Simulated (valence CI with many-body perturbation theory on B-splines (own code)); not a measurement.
E1 line list for Ce8+

Computed by valence CI with perturbative core correlation (CI+MBPT): four valence electrons over a frozen Dirac-Fock core [Kr] 4d10, radial functions for each j: 7 s, 7 p, 7 d, 7 f, 4 g, 2 h, with the one-electron correlation potential Σ1 (screened to all orders), the two-electron term Σ2, the three-electron term Σ3, Breit, model QED; selected single and double excitations, second order for the rest, scaled by the run's own slope (own B-spline code, finite nucleus).

No measured levels were compared; by estimate levels hold to about 250 cm⁻¹ or 0.2 % of their energy and the worst to 1 %, as in measured heavy ions of charge 2 to 7; those with d or f electrons hold less well. Among the levels kept, up to 470 cm⁻¹ of a level comes from second order outside the variational space, and about a tenth of that is noise between levels of different J, which matters for small intervals.

Lines 201 to 250 of 552 in falling wavelength, among levels below 43.990 eV, chosen from the strongest by gf and those to the six lowest levels. Wavelengths and rates use the calculated energies, so an error of 200 cm⁻¹ moves a line at 48.44 nm by 0.097 % and its rate by three times that or more. Electric multipoles are in the length gauge, E1 and E2 with the static RPA response of the core. Weak lines are less certain than strong ones. Lines between different terms over intervals too small for the method are left out, as are lines whose strength nearly cancels. Where a level lies close to another of its J and parity, the split of strength between their lines is uncertain. The highest levels of a list are the least certain.

Names give the largest LS component (configuration and term), which can be under half, so a name can repeat, a term be missing and a line seem to break the LS rules; names also repeat where a configuration has a term twice. Letters in brackets count levels of one name in rising energy.

```tsv
λ vac (nm)	Upper	Lower	A (s⁻¹)	log gf	Branch %
48.44	4f 5s 5p2 1P°_1	4f 5s2 5p 3F_2	3.02e+09	-0.50	16.7
48.40	4f 5s 5p2 1F°_3 [b]	4f 5s2 5p 3D_3	1.94e+09	-0.32	9.7
48.36	4f 5s 5p2 3F°_2 [d]	4f 5s2 5p 3D_3	4.66e+08	-1.09	1.4
48.30	5s2 5p 5d 3F°_2 [b]	4f 5s2 5p 3G_3	8.31e+09	0.16	55.1
48.26	4f 5s 5p2 3D°_3 [d]	4f 5s2 5p 3G_4	1.28e+10	0.50	79.0
48.10	4f2 5s 5p 3G°_4 [a]	4f 5s2 5p 3G_5	3.27e+08	-0.99	39.8
48.09	4f 5s 5p2 1F°_3 [a]	4f 5s2 5p 3F_4	1.89e+09	-0.34	11.4
48.05	4f2 5s 5p 3F°_2 [b]	4f 5s2 5p 3D_3	4.74e+08	-1.09	16.3
47.98	4f2 5s 5p 3G°_3 [a]	4f 5s2 5p 1F_3	3.65e+08	-1.05	25.4
47.88	4f2 5s 5p 3G°_3 [b]	4f 5s2 5p 3F_4	4.17e+08	-1.00	5.1
47.82	4f 5s 5p2 3D°_3 [d]	4f 5s2 5p 3F_3	1.55e+09	-0.43	9.5
47.78	4f 5s 5p2 3F°_3 [d]	4f 5s2 5p 3D_2	2.87e+09	-0.16	11.7
47.72	4f 5s 5p2 3P°_2	4f 5s2 5p 3F_3	8.00e+08	-0.86	3.7
47.72	5s 5p3 3S°_1	5s2 5p2 3P_2 [a]	1.43e+10	0.17	62.6
47.68	4f 5s 5p2 1G°_4 [b]	4f 5s2 5p 1F_3	2.45e+09	-0.12	15.0
47.67	4f 5s2 5d 3G°_3	4f 5s2 5p 1D_2	4.26e+08	-0.99	2.2
47.60	4f 5s 5p2 3F°_4 [e]	4f 5s2 5p 3D_3	3.88e+09	0.07	17.2
47.56	4f 5s 5p2 3F°_2 [c]	4f 5s2 5p 1F_3	6.70e+08	-0.94	6.3
47.55	4f2 5s 5p 3P°_2	4f 5s2 5p 3D_3	1.70e+09	-0.54	14.9
47.47	4f 5s 5p2 3F°_4 [e]	4f 5s2 5p 3G_5	1.43e+10	0.64	63.3
47.42	4f 5s 5p2 1F°_3 [c]	4f 5s2 5p 1D_2	2.18e+09	-0.29	9.9
47.41	4f2 5s 5p 3F°_2 [a]	4f 5s2 5p 1F_3	9.11e+08	-0.81	6.7
47.39	4f 5s 5p2 1F°_3 [a]	4f 5s2 5p 1F_3	7.44e+08	-0.76	4.5
47.35	4f 5s 5p2 1F°_3 [b]	4f 5s2 5p 3F_4	1.82e+09	-0.37	9.0
47.27	4f 5s 5p2 3D°_1 [a]	5s2 5p2 3P_2 [a]	1.19e+09	-0.92	32.0
47.02	5s2 5p 5d 3F°_4	4f 5s2 5p 3F_3	2.77e+08	-1.08	28.8
46.91	4f 5s 5p2 1D°_2 [c]	4f 5s2 5p 3D_3	2.99e+09	-0.31	13.3
46.89	5s 5p3 1P°_1	5s2 5p2 3P_2 [b]	1.03e+10	0.01	55.3
46.71	4f 5s 5p2 3P°_2	4f 5s2 5p 3G_3	1.91e+09	-0.51	8.8
46.69	4f 5s 5p2 3F°_3 [d]	4f 5s2 5p 3F_4	5.83e+09	0.13	23.8
46.68	4f2 5s 5p 3F°_3 [b]	4f 5s2 5p 1D_2	2.19e+09	-0.30	13.7
46.67	4f 5s 5p2 1F°_3 [b]	4f 5s2 5p 1F_3	6.52e+08	-0.83	3.2
46.63	4f 5s 5p2 3F°_2 [d]	4f 5s2 5p 1F_3	7.55e+09	0.09	23.1
46.63	4f 5s 5p2 3F°_2 [a]	5s2 5p2 3P_2 [a]	6.87e+08	-0.95	42.2
46.58	4f 5s 5p2 3F°_4 [e]	4f 5s2 5p 3F_4	1.31e+09	-0.42	5.8
46.27	5s 5p3 3S°_1	5s2 5p2 3P_1	5.62e+09	-0.27	24.6
46.24	5s 5p3 3P°_1	5s2 5p2 3P_0	8.41e+08	-1.09	17.5
46.24	4f 5s2 5d 3G°_3	4f 5s2 5p 1G_4	6.60e+08	-0.83	3.4
46.19	4f2 5s 5p 3F°_2 [c]	4f 5s2 5p 1D_2	7.81e+08	-0.90	15.6
46.11	4f 5s 5p2 3P°_1	5s2 5p2 3P_2 [b]	2.39e+09	-0.64	49.4
46.07	4f2 5s 5p 3G°_4 [b]	4f 5s2 5p 1G_4	5.40e+08	-0.81	19.5
46.03	4f 5s 5p2 3F°_3 [d]	4f 5s2 5p 1F_3	4.92e+08	-0.96	2.0
46.00	4f 5s 5p2 1F°_3 [c]	4f 5s2 5p 1G_4	2.73e+09	-0.22	12.3
45.94	4f2 5s 5p 5G°_2 [a]	4f 5s2 5p 3F_3	9.77e+08	-0.81	7.8
45.89	5s 5p3 3P°_2 [b]	5s2 5p2 3P_1	2.16e+08	-1.47	7.3
45.88	4f2 5s 5p 3P°_2	4f 5s2 5p 1F_3	7.30e+08	-0.94	6.4
45.85	4f 5s 5p2 3D°_1 [a]	5s2 5p2 3P_1	2.71e+08	-1.59	7.3
45.84	4f2 5s 5p 5G°_2 [b]	4f 5s2 5p 3F_3	9.33e+08	-0.83	7.8
45.73	4f 5s 5p2 3G°_3 [c]	5s2 5p2 3P_2 [b]	3.50e+08	-1.11	2.9
45.58	4f2 5s 5p 5F°_5	4f 5s2 5p 3G_5	2.56e+08	-1.06	29.3
```
